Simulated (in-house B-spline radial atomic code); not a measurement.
C³⁺ is squeezed into an impenetrable sphere of radius R (the orbitals vanish at R). Method: Dirac-Hartree-Fock, average of configuration, Fermi nucleus of rms radius 2.4702 fm. Calculated with an all-electron radial atomic-structure program (B-spline basis).

Energies in eV above the free ion in [He] 2s1:

| R (bohr) | highest level (eV) | [He] 2s1 | [He] 2p1 |
| --- | --- | --- | --- |
| 7.29 | -64.4 | 0 | 8.083 |
| 6.16 | -64.4 | 1.343e-05 | 8.083 |
| 4.65 | -64.4 | 0.003055 | 8.088 |
| 4.46 | -64.4 | 0.005873 | 8.092 |
| 3.34 | -64.2 | 0.2249 | 8.327 |
| 2.96 | -63.7 | 0.702 | 8.77 |
| 2.64 | -62.6 | 1.757 | 9.667 |
| 2.06 | -55.8 | 8.615 | 14.83 |
| 1.86 | -49.6 | 14.78 | 19.11 |
| 1.51 | -25.7 | 38.74 | 34.49 |

(1) Does [He] 2p1 fall below [He] 2s1 under compression?

Results:

(1) Yes, between R = 1.86 and 1.51 bohr the order changes (near 1.68 bohr by linear interpolation).
